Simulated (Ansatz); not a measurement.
Cd7H20S7⁻, relaxed as a doublet with UKS r2SCAN-D4/def2-SVP in Ansatz, starting from the r2SCAN-D4/def2-SVP geometry of the neutral singlet. Force threshold 0.03 eV/Å.

In the def2 sets Cd takes a core potential; there is no spin–orbit coupling. Single mean-field runs in def2-SVP are fitted with def2-universal-jkfit. In the doublet geometry the species has come apart into loosely held pieces. In the charge -1 doublet, H19 and H26 lie 0.76 Å apart (atoms count from 1), so H2 has formed as a molecule.

Start:

Cartesian coordinates in Å:
```
Cd -2.652 -2.284 1.130
Cd 0.379 1.425 1.300
Cd -3.441 0.199 -1.128
Cd 1.437 -2.045 2.943
Cd 1.689 -3.307 0.064
Cd 1.789 0.052 -2.117
Cd -1.641 -1.478 -3.134
S 2.311 1.785 3.611
S -0.798 -0.630 2.361
S -0.778 -2.763 -0.774
S -1.411 4.277 -1.744
S 2.363 2.887 -1.713
S -0.610 0.554 -1.309
S 2.187 -0.514 0.508
H -3.571 -0.912 0.307
H -3.104 -3.590 2.109
H 0.229 3.100 1.066
H -3.936 1.802 -1.441
H 2.246 -1.418 4.297
H 1.169 -3.473 1.892
H 2.856 -4.085 -0.868
H 2.764 -0.499 -3.365
H -3.293 -1.160 -2.502
H -0.585 -1.760 -4.408
H 1.403 2.138 4.548
H 2.344 0.487 4.032
H -1.302 -0.216 3.544
H -1.078 -4.056 -1.036
H -1.095 4.077 -0.439
H -2.457 3.411 -1.680
H 1.101 3.354 -1.919
H 2.737 3.121 -2.992
H -0.757 1.799 -1.840
H 3.506 -0.279 0.695
```

Question: Estimate the energy that the relaxation releases and the steps that it takes.

Answer: 2.48 eV, in 50 steps; 4.9 min on 2 threads of AMD EPYC 7R13 on a shared host and a share (18 GiB) of an NVIDIA H100 80GB HBM3. The force fell under the threshold at step 41, but the optimiser went on and released 0.008 eV more. No frequencies were taken in this run, so the end may be a saddle point.

Question: Does the start keep its bonding and symmetry?

Answer: Bonds lost: Cd4–H19, S8–H26 (atoms count from 1). Bonds formed: Cd4–S8 (atoms count from 1). The end holds 3 separate pieces.

Question: Predict the relaxed structure.

Answer: 
```xyz
34

Cd   -3.037   -1.361    0.898
Cd    0.810    1.626    2.109
Cd   -3.477    0.111   -2.116
Cd    0.446   -1.521    4.071
Cd    1.531   -2.821    0.910
Cd    1.935    0.618   -2.173
Cd   -1.430   -2.219   -2.895
S     2.268    0.504    3.908
S    -1.263   -0.053    2.468
S    -0.940   -2.576   -0.266
S    -1.636    3.754   -0.858
S     2.029    3.442   -1.471
S    -0.630    0.450   -2.542
S     1.823   -0.108    0.305
H    -3.256    0.048   -0.298
H    -4.192   -2.346    1.677
H     0.470    3.247    1.685
H    -4.292    1.232   -3.109
H     4.563   -1.994    2.374
H     1.040   -2.666    2.654
H     2.629   -3.747   -0.012
H     3.152    0.504   -3.352
H    -3.192   -1.708   -2.641
H    -0.565   -3.122   -4.042
H     1.814    1.199    4.976
H     4.292   -1.458    2.842
H    -2.013    0.606    3.378
H    -1.347   -3.860   -0.151
H    -1.121    3.328    0.326
H    -1.508    2.521   -1.426
H     0.692    3.688   -1.246
H     1.946    3.840   -2.760
H    -0.668    0.806   -3.847
H     3.130    0.037    0.624
```
Bond lengths (bridged metal pairs left out): 15 × Cd–S 2.57 to 2.91 Å; 12 × Cd–H 1.70 to 1.92 Å; 9 × H–S 1.35 to 1.38 Å.
